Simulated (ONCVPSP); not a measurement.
# Before and after: ONCV potential for Gd (Z = 64)

Gd, optimised norm-conserving Vanderbilt (ONCV), made with ONCVPSP 4.0.1 (PBEsol, scalar-relativistic). Core [Kr] 4d10 4f7, reference 5s2 5p6 5d1 6s1.5 6p0.5. Waves: 5s+6s: rc 2.15 bohr, ncon 3, nbas 7, qcut 5.2 1/bohr, 2 projectors; 5p+6p: rc 2.25 bohr, ncon 3, nbas 8, qcut 5.6 1/bohr, 2 projectors; 5d: rc 2.45 bohr, ncon 4, nbas 8, qcut 3.6 1/bohr, 2 projectors, debl 3.7 Ha; f scattering state at 0.43 Ha: rc 2.15 bohr, ncon 4, nbas 8, qcut 5.1 1/bohr, local. Local part: the f channel. Core correction: none.

All-electron outer shells of the reference configuration (PBEsol, scalar-relativistic, ld1.x):

```
shell  level (eV)  outermost node (bohr)  outermost maximum (bohr)
   4d     -148.26                   0.27                      0.56
   5s      -50.44                   0.65                      1.20
   5p      -27.94                   0.70                      1.35
   4f       -9.40                      –                      0.56
   6s       -4.53                   1.60                      3.37
   5d       -3.08                   0.79                      1.95
   6p       -1.63                   1.92                      4.50
```

Change: s: qcut 5.6; p: qcut 6.1; d: qcut 3.9; f: qcut 5.5.

Cutoffs: the cutoffs (Ha) at which the residual kinetic energy of the hardest occupied pseudo-wave falls to 1 and 0.1 mHa per electron; they do not see the model core or the augmentation charge, which bear on the density cutoff. Errors are all-electron minus pseudo energies relative to the spin-unpolarised reference configuration.

Problem. What does the change do?

Solution. The potential gets neither clearly harder nor softer (9.9 Ha and 34 Ha → 10 Ha and 23 Ha); the bound ghost in s disappears; the errors of the 4 common tests hardly move.

```csv
quantity,base,changed
"cutoff, loose",9.9 Ha,10 Ha
"cutoff, tight",34 Ha,23 Ha
loose cutoff by channel,"s 9.2 Ha, p 6.9 Ha, d 9.9 Ha","s 10 Ha, p 7.0 Ha, d 7.5 Ha"
bound ghosts,s,none
GHOST(+) flags under 300 eV,none,none
"error for 5s2 5p6 5d1 6s2 6p0, meV [ΔE -1.43 eV]",+0.4,+0.5
"error for 5s2 5p6 5d1 6s1 6p0, meV [ΔE 5.24 eV]",-1.3,-1.3
"error for 5s2 5p6 5d1 6s0 6p0, meV [ΔE 17.29 eV]",+5.9,+6.3
"error for 5s2 5p6 5d1.5 6s1.5 6p0, meV [ΔE -0.59 eV]",-2.2,-2.3
s: phases at 2.18 bohr within 0.05 rad from the reference energy up to (Ha; the scan ends near 5),0.6,0.5
p: phases at 2.29 bohr within 0.05 rad from the reference energy up to (Ha; the scan ends near 5),1.1,1.2
d: phases at 2.48 bohr within 0.05 rad from the reference energy up to (Ha; the scan ends near 5),to the end of the scan,to the end of the scan
f: phases at 2.18 bohr within 0.05 rad from the reference energy up to (Ha; the scan ends near 5),0.6,0.6
```

Base: The cutoffs count occupied waves only; projector 2 of the d channel, the hardest unoccupied one, needs 25 Ha at the loose tolerance. A true bound ghost makes a file unfit for plane-wave use even where its test errors are small: the radial tests pick states by their node count and pass the ghost by.
